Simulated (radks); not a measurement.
Results of a calculation; reference values are marked as such.
Excited configurations of Pt II: one electron is placed in a higher orbital outside [Xe] 4f14 5d8. The ground configuration is [Xe] 4f14 5d9. Code: a radial shooting solver on a logarithmic mesh with Libxc functionals. Model: Dirac Kohn-Sham, PBE, spin-unpolarised, spherical densities, finite nucleus; open shells fill j = l - 1/2 first; Fermi nuclear charge, rms radius 5.427 fm. Excitation = E - E(ground); binding = E(ion) - E, where the ion is the core of charge +2; n* = 2/sqrt(2 binding) in atomic units, and the quantum defect is n - n*.

5f5/2: excitation (eV) 15.778; binding (eV) 3.550; n* 3.915; eigenvalue (eV) -2.492; <r> (bohr) 8.477
6s1/2: excitation (eV) 1.377; binding (eV) 17.951; n* 1.741; eigenvalue (eV) -13.927; <r> (bohr) 2.640
6p1/2: excitation (eV) 7.300; binding (eV) 12.028; n* 2.127; eigenvalue (eV) -8.762; <r> (bohr) 3.280
6f5/2: excitation (eV) 16.907; binding (eV) 2.421; n* 4.741; eigenvalue (eV) -1.812; <r> (bohr) 14.35
7f5/2: excitation (eV) 17.596; binding (eV) 1.732; n* 5.605; eigenvalue (eV) -1.352; <r> (bohr) 21.61

The Delta-SCF ionisation energy is 19.328 eV (NIST Atomic Spectra Database: 18.6 eV, measured). Self-interaction in the functional shifts the binding energies and quantum defects, so they are the method's values and not measured ones. Spin polarisation and multiplet splitting are left out, so open shells lie too high by an amount that depends on their filling.

Beside tabulated values, note that spin-unpolarised runs miss the spin-polarisation part of the exchange energy of open shells.
